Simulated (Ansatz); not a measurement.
CH3ClFNOSi. Charge 0, multiplicity 1. The bonds changed during the relaxation, so this is another structure than the one it started from. All single points use the PBE0-D4/def2-TZVP geometry. It is one conformer, not always the lowest.

```xyz
9

N    -1.458    0.133    0.336
C    -0.246    0.586    0.301
O     1.105    0.353   -1.771
Si    1.178   -0.394   -0.431
F     0.658   -1.906   -0.299
Cl    2.811   -0.307    0.793
H    -2.270    0.729    0.426
H    -1.628   -0.854    0.189
H    -0.149    1.659    0.454
```

What is the dipole moment at ωB97M-V/def2-TZVPP? (An estimate is asked.)

Computed: 8.11 D, with components (-6.73, 1.27, 4.35) D in this frame, pointing from negative to positive charge.

And with PBE, r2SCAN, B3LYP? (An estimate is asked.)

Ansatz gave: PBE 7.28 D, r2SCAN 7.49 D, B3LYP 7.71 D.

Give the Mulliken charges with ωB97M-V, r2SCAN, PBE in def2-TZVPP. (Estimate.)

Computed: 
| atom | ωB97M-V | r2SCAN | PBE |
| --- | --- | --- | --- |
| N1 | -0.09 | -0.17 | -0.13 |
| C2 | 0.01 | 0.02 | -0.03 |
| O3 | -0.59 | -0.57 | -0.49 |
| Si4 | 0.72 | 0.79 | 0.65 |
| F5 | -0.33 | -0.34 | -0.30 |
| Cl6 | -0.23 | -0.26 | -0.24 |
| H7 | 0.18 | 0.21 | 0.21 |
| H8 | 0.20 | 0.22 | 0.22 |
| H9 | 0.14 | 0.09 | 0.11 |

B3LYP here is the variant with VWN-RPA as its local correlation; programs differ in this.
